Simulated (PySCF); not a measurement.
## `C[C@H](C=O)[C@]1(C)CS1`, C6H10OS

Geometry:
| atom | x (Å) | y (Å) | z (Å) |
| --- | --- | --- | --- |
| C1 | -1.460 | -0.705 | 0.806 |
| C2 | -0.803 | 0.428 | 0.020 |
| C3 | -1.325 | 0.502 | -1.398 |
| O4 | -2.212 | -0.163 | -1.848 |
| C5 | 0.714 | 0.313 | 0.000 |
| C6 | 1.261 | -0.918 | -0.679 |
| C7 | 1.468 | 0.887 | 1.142 |
| S8 | 1.584 | 1.871 | -0.365 |
| H9 | -1.017 | -0.790 | 1.796 |
| H10 | -2.524 | -0.507 | 0.910 |
| H11 | -1.345 | -1.648 | 0.279 |
| H12 | -1.060 | 1.392 | 0.481 |
| H13 | -0.793 | 1.258 | -2.009 |
| H14 | 0.805 | -1.047 | -1.658 |
| H15 | 1.053 | -1.801 | -0.078 |
| H16 | 2.338 | -0.833 | -0.807 |
| H17 | 0.920 | 1.355 | 1.950 |
| H18 | 2.390 | 0.411 | 1.447 |

Method used: TDDFT B3LYP/def2-SVPD circular dichroism and optical rotation, one conformer, gas phase (PySCF). Geometry: GFN2-xTB.

The molecule is flexible and this is one conformer; a measurement averages over conformers.

Question: Assign R or S to each stereocentre.

Answer: C2 R, C5 R.

Question: Which excitations and rotatory strengths does the calculation give?

Answer: Rotatory strengths R in 10⁻⁴⁰ esu² cm², velocity form and length form (origin at the centre of mass); f in length form.
| state | E (eV) | λ (nm) | f | R (velocity) | R (length) | main |
| --- | --- | --- | --- | --- | --- | --- |
| 1 | 4.23 | 293 | 0.0009 | +24.5 | +25.1 | HOMO−1→LUMO 0.80, HOMO→LUMO 0.18 |
| 2 | 4.59 | 270 | 0.003 | -5.2 | -5.4 | HOMO→LUMO 0.78, HOMO−1→LUMO 0.18 |
| 3 | 4.78 | 260 | 6e-05 | +1.2 | +1.4 | HOMO→LUMO+1 0.94 |
| 4 | 5.97 | 208 | 0.001 | +1.4 | +1.4 | HOMO→LUMO+2 0.83, HOMO→LUMO+3 0.14 |
| 5 | 6.07 | 204 | 0.040 | -4.4 | -4.6 | HOMO→LUMO+3 0.83, HOMO→LUMO+2 0.14 |
| 6 | 6.11 | 203 | 0.016 | -0.8 | -0.7 | HOMO−1→LUMO+1 0.98 |
| 7 | 6.39 | 194 | 0.004 | +6.7 | +6.9 | HOMO−2→LUMO 0.98 |
| 8 | 6.55 | 189 | 0.029 | -11.4 | -11.8 | HOMO→LUMO+4 0.97 |

Among the states computed, the strongest CD band (largest |R|) is state 1. The largest dissymmetry factor in size, g = 4R/(D+G), with D and G the electric and magnetic dipole strengths, is +0.18 for state 1 (velocity form, f = 0.0009), among bands with |R| over 0.5. The mirror image has the same energies and oscillator strengths and all R with the opposite sign.
